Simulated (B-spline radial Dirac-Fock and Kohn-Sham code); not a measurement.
**Dipole and non-dipole photoemission parameters of Re²⁺ 4d3/2**

System: rhenium as Re²⁺ in the configuration [Xe] 4f14 5d5; threshold 295.6 eV (orbital energy of the model). These are calculated numbers from a radial B-spline solver; the model is Dirac-Hartree-Slater photoionisation with a Latter tail; cross sections with all multipoles, angular parameters from the dipole term and its interference with E2.

Input of the calculation (task.json; shells as n, l, electrons):

```json
{"items": [{
  "Z": 75,
  "q": 2,
  "cfg": [[1, 0, 2], [2, 0, 2], [2, 1, 6], [3, 0, 2], [3, 1, 6], [3, 2, 10], [4, 0, 2], [4, 1, 6], [4, 2, 10], [4, 3, 14], [5, 0, 2], [5, 1, 6], [5, 2, 5]],
  "A": 187,
  "rrms": 5.3698,
  "do": "xps",
  "hv": [59.2, 72.9, 80, 200, 275.0, 300, 400, 419.0, 465.0, 541.0, 629.0, 635.0, 686.0, 730.0, 769.0, 852.0, 1000, 1253.6, 1960.0, 2440.0, 2730.0, 3240.0, 3430.0, 3510.0, 5414.7, 6020.0, 6490.0, 9251.7, 9770.0, 12800.0]
}]}
```

Launch: `python xray2_run.py task.json out`

For linearly polarised light dσ/dΩ = σ/(4π) [1 + β P₂(cos θ) + (δ + γ cos²θ) sin θ cos φ], with θ from the polarisation vector and φ the angle between the beam and the projection of the electron momentum on the plane normal to the polarisation.

```
hν (eV)  σ (kb)       β       γ      δ
    400     163  -0.959  -0.237  0.143
    419     180  -0.876  -0.241  0.159
    465     212  -0.575  -0.151  0.165
    541       ?       ?       ?      ?
    629     247   0.240   0.149  0.085
    635     246   0.259   0.153  0.082
    686     241   0.408   0.172  0.062
    730     233   0.516   0.174  0.048
    769     225   0.597   0.167  0.038
    852     207   0.737   0.139  0.023
   1000     173   0.914   0.074  0.009
 1253.6     126   1.098  -0.010  0.004
   1960    55.7   1.309  -0.024  0.018
   2440    34.6   1.359   0.059  0.030
   2730    26.7   1.374   0.124  0.036
   3240    17.6   1.383   0.248  0.046
   3430    15.3   1.383   0.296  0.049
   3510    14.4   1.382   0.316  0.051
 5414.7    4.44   1.334   0.764  0.085
   6020    3.27   1.312   0.889  0.095
   6490    2.62   1.295   0.979  0.103
 9251.7   0.883   1.192   1.422  0.152
   9770   0.743   1.174   1.491  0.161
  12800   0.307   1.076   1.836  0.215
```

Q: Give the values at 541 eV.

A: σ = 242 kb, β = -0.121, γ = 0.034, δ = 0.130.
